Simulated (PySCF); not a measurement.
**GeTe⁺: frontier orbitals**

LC-ωPBE at R = 2.490 Å; basis Ge def2-TZVPPD, Te def2-TZVPPD with ECP28; scalar-relativistic core potentials; PySCF 2.14. State: ²Π (doublet), unpaired electrons π ↑. Only the outer orbitals are listed, counted within each symmetry, core potentials removing the inner ones.

```
spin  orbital  occ.  ε (eV)  on Ge (%)           main shells (%)
   α      10σ     1  -27.61         21          77 Te s, 16 Ge s
   α      11σ     1  -22.13         73  73 Ge s, 18 Te s, 9 Te p
   α       6π     1  -16.35         13          86 Te p, 10 Ge p
   α      12σ     1  -15.86         47  49 Te p, 38 Ge p, 9 Ge s
   α       6π     1  -15.39         17          82 Te p, 14 Ge p
   α       7π     0   -6.90         86          86 Ge p, 10 Te p
   α       7π     0   -6.60         82          81 Ge p, 15 Te p
   α      13σ     0   -3.77         54  40 Ge p, 32 Te p, 9 Te d
   β      10σ     1  -26.54         29          69 Te s, 23 Ge s
   β      11σ     1  -21.86         68          68 Ge s, 24 Te s
   β      12σ     1  -15.69         49          47 Te p, 41 Ge p
   β       6π     1  -15.02         24          75 Te p, 20 Ge p
   β       6π     0   -8.29         42          57 Te p, 40 Ge p
   β       7π     0   -6.67         76          76 Ge p, 21 Te p
   β       7π     0   -5.86         58          56 Ge p, 39 Te p
```

Which are the highest filled and the lowest empty level, where do they sit, and how wide is the gap?

Highest filled β 6π at -15.02 eV (in %: 75 Te p, 20 Ge p); lowest empty β 6π at -8.29 eV (in %: 57 Te p, 40 Ge p); the gap at LC-ωPBE is 6.73 eV. Both belong to one degenerate shell, split only by its one-sided filling, so this is no excitation gap.

```json
{
 "bond order (Mayer)": "1.79",
 "⟨S²⟩": "0.761",
 "charge on Ge (Mulliken, basis-dependent)": "0.61",
 "charge on Ge (Löwdin, basis-dependent)": "0.57",
 "dipole moment (positive dipole points towards Te; it is taken about the centre of mass and depends on that origin)": "-3.04 D"
}
```

Spin–orbit coupling is left out. The state is the lowest determinant that a PBE0 search found; another state may lie lower at other levels.
